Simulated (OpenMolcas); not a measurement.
**Cu2+: moving or changing the point charges**

Cu2+ among 2 point charges of -3 e arranged as a linear pair (D∞h), 1.71 Å from the ion.
```
   0.0000    0.0000    1.7100  -3.00
   0.0000    0.0000   -1.7100  -3.00
```

```json
{"Program": "OpenMolcas", "Method": "CASSCF", "Basis": "ANO-RCC-VDZP [5s4p2d1f]", "Scalar Hamiltonian": "DKH2, point nucleus", "Active space": "9 electrons in 5 orbitals (3d)", "State averaging": "2S+1 = 2 even, 5 roots", "Spin-orbit coupling": "state interaction with AMFI integrals over the reference wave functions"}
```

Runs around this geometry, states (labels by Λ). Energies in cm-1 above the lowest state or level, χT in cm3 K/mol.

```json
{"R (Å)": "1.71", "q (e)": "-1.5", "Ground state": "2Σ", "First state of that spin": "2Π 3933", "First gap with spin-orbit (degeneracies)": "3668 (2, 2)", "χT at 300 K": "0.733"}
{"R (Å)": "1.63", "q (e)": "-3", "Ground state": "2Σ", "First state of that spin": "2Π 2459", "First gap with spin-orbit (degeneracies)": "2278 (2, 2)", "χT at 300 K": "0.818"}
{"R (Å)": "1.71", "q (e)": "-3", "Ground state": "2Σ", "First state of that spin": "2Π 2964", "First gap with spin-orbit (degeneracies)": "2756 (2, 2)", "χT at 300 K": "0.782"}
{"R (Å)": "1.83", "q (e)": "-3", "Ground state": "2Σ", "First state of that spin": "2Π 3228", "First gap with spin-orbit (degeneracies)": "3009 (2, 2)", "χT at 300 K": "0.772"}
```

Scaling the charges by -1.5 / -3 = 0.50 scales the first state of the same spin by 3933 / 2964 = 1.33; with fixed orbitals a first-order splitting would follow the charge.

This is an electrostatic model: the charges have no orbitals. No measured value stands beside these numbers.
